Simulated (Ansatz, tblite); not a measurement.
Removing and adding an electron: the cluster Al3Cl3. The state is a singlet with charge 0. Geometry: r2SCAN-D4/def2-SVP. Ansatz, gas phase; energy differences of separate SCF runs; the oxidised species was run as a doublet alone; the reduced species was run as a doublet alone.

| atom | x (Å) | y (Å) | z (Å) |
| --- | --- | --- | --- |
| Al1 | -0.632 | -0.789 | -1.366 |
| Al2 | -0.613 | 1.721 | -0.823 |
| Al3 | 0.617 | 0.238 | 0.886 |
| Cl4 | -1.320 | 1.345 | 1.564 |
| Cl5 | 0.316 | -1.995 | -2.836 |
| Cl6 | 1.632 | -0.520 | 2.576 |

The xTB rows come from tblite. The structure comes from a short search, and lower isomers may exist.

```json
{"level": "GFN2-xTB", "−HOMO (eV)": "8.90", "vertical IE (eV)": "11.51", "−LUMO (eV)": "7.35", "vertical EA (eV)": "4.66", "HOMO–LUMO gap (eV)": "1.55", "IE − EA (eV)": "6.85", "remarks": "–"}
{"level": "PBE-D4/def2-TZVPD", "−HOMO (eV)": "5.55", "vertical IE (eV)": "–", "−LUMO (eV)": "3.74", "vertical EA (eV)": "1.69", "HOMO–LUMO gap (eV)": "1.81", "IE − EA (eV)": "–", "remarks": "HOMO above zero (-1 doublet), restricted SCF unstable in HF (singlet)"}
{"level": "B97M-V/def2-TZVP", "−HOMO (eV)": "5.67", "vertical IE (eV)": "7.90", "−LUMO (eV)": "3.63", "vertical EA (eV)": "–", "HOMO–LUMO gap (eV)": "2.04", "IE − EA (eV)": "–", "remarks": "restricted SCF unstable in HF (singlet)"}
{"level": "PBE0-D4/def2-TZVP", "−HOMO (eV)": "6.31", "vertical IE (eV)": "7.89", "−LUMO (eV)": "3.11", "vertical EA (eV)": "–", "HOMO–LUMO gap (eV)": "3.20", "IE − EA (eV)": "–", "remarks": "restricted SCF unstable in HF (singlet)"}
```

Question: Estimate the rows for GFN1-xTB, PBE-D4/def2-TZVP, B97M-V/def2-TZVPD, PBE0-D4/def2-TZVPD.

Answer: 
| level | −HOMO (eV) | vertical IE (eV) | −LUMO (eV) | vertical EA (eV) | HOMO–LUMO gap (eV) | IE − EA (eV) | remarks |
| --- | --- | --- | --- | --- | --- | --- | --- |
| GFN1-xTB | 10.91 | 13.08 | 6.23 | 3.87 | 4.69 | 9.21 | – |
| PBE-D4/def2-TZVP | 5.51 | 7.81 | 3.70 | – | 1.81 | – | restricted SCF unstable in HF (singlet) |
| B97M-V/def2-TZVPD | 5.71 | – | 3.66 | 1.66 | 2.04 | – | HOMO above zero (-1 doublet), restricted SCF unstable in HF (singlet) |
| PBE0-D4/def2-TZVPD | 6.34 | – | 3.14 | 1.76 | 3.20 | – | restricted SCF unstable in HF (singlet) |

   A HOMO above zero means that the electron is unbound at that level or that self-interaction error raises the level; the energy of removing that electron tells which. Raw xTB energy differences between charge states are shifted by several eV; the methods need an empirical correction for them.
